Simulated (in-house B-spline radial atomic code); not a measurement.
Ionising the nitrogen ion N⁴⁺ with different functionals

Computed with a B-spline radial code for spherical atoms: non-relativistic Hamiltonian, point nucleus, spin-polarised at highest spin, spherical fractional occupations for the functionals, the average over the highest-spin determinants for Hartree-Fock. The ionisation energy is the difference of two self-consistent energies, [He] 2s1 → 1s2, without Breit or QED terms; ε is the level of the shell that loses the electron (its least bound occupied spin orbital).

| method | rung | ΔSCF (eV) | -ε(2s) (eV) |
| --- | --- | --- | --- |
| Hartree-Fock | Hartree-Fock | 97.71 | 97.72 |
| HF fractional | Hartree-Fock | 97.71 | 97.72 |
| LDA VWN5 | LDA | 97.63 | 88.97 |
| LDA PW92 | LDA | 97.63 | 88.97 |
| LDA exchange-only | LDA | 96.73 | 88.05 |
| PBE | GGA | 98.37 | 89.54 |
| PBEsol | GGA | 97.86 | 89.21 |
| BLYP | GGA | 98.65 | 89.47 |
| RPBE | GGA | 98.49 | 89.61 |
| PW91 | GGA | 98.46 | 89.63 |
| BP86 | GGA | 98.04 | 89.52 |
| AM05 | GGA | 97.61 | 89.04 |
| OLYP | GGA | 98.63 | 89.58 |
| TPSS | meta-GGA | 98.21 | 89.82 |
| r2SCAN | meta-GGA | 97.68 | 90.00 |
| M06-L | meta-GGA | 96.88 | 89.93 |
| revTPSS | meta-GGA | 98.08 | 89.86 |
| PBE0 | global hybrid | 98.27 | 91.70 |
| B3LYP | global hybrid | 98.63 | 91.31 |
| TPSSh | global hybrid | 98.18 | 90.64 |
| M06-2X | global hybrid | 98.34 | 93.91 |
| BHandHLYP | global hybrid | 98.50 | 93.76 |
| r2SCAN0 | global hybrid | 97.77 | 92.00 |
| B97-1 | global hybrid | 98.08 | 91.25 |
| HSE06 | range-separated hybrid | 98.26 | 91.28 |
| wB97X | range-separated hybrid | 96.85 | 94.15 |
| CAM-B3LYP | range-separated hybrid | 98.56 | 93.22 |
| LC-wPBE | range-separated hybrid | 98.48 | 94.93 |

(1) Among the functionals, which spreads more, the ΔSCF values or the orbital energies?

(2) How do they compare with the NIST value?

## Answers

(1) The orbital energies: ΔSCF values span about 1.92 eV and the orbital energies 6.88 eV.

(2) NIST lists 97.890 eV (measured, ground level to ground level). Errors run from -1.16 to +0.76 eV; PBEsol is closest (-0.03 eV), but part of that can be cancellation, since the calculations leave out relativity, Breit-QED terms. Hartree-Fock also lacks correlation.
